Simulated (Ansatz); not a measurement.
`C=C[SiH2]O` + `O[SiH]1C=C1` → `O[SiH2]O[SiH]1C=C1` + `C=C`  (ligand exchange at the Si–C bond)

Calculated with Ansatz (gas phase, PBE0-D4/def2-TZVP geometries, no zero-point term in ΔE). CCSD(T)/CBS adds triple-zeta CCSD(T) − MP2 to the extrapolated MP2 energy (def2 sets, frozen cores). This one scheme is used for every species. DFT in def2-TZVPP. One conformer a species, not always the lowest.

CCSD(T)/CBS gives -120.7 kJ/mol.

**Question.** Another level gave -120.1 kJ/mol. Which?
A. HF/def2-TZVPP
B. PBE/def2-TZVPP
C. MP2/def2-TZVPP
D. PBE0/def2-TZVPP

**Answer.** C. MP2/def2-TZVPP -120.1, HF/def2-TZVPP -137.6, PBE -105.1, PBE0 -110.7 kJ/mol.

Largest T1 diagnostic among the species: 0.012.

From PBE to PBE0 (25 % exact exchange), in def2-TZVPP and without D4, ΔE moves by −5.7 kJ/mol. In def2-TZVPP, CCSD(T) changes the Hartree–Fock value by +17.4 kJ/mol (the triples alone add +2.9 kJ/mol) and MP2 by +17.4 kJ/mol.
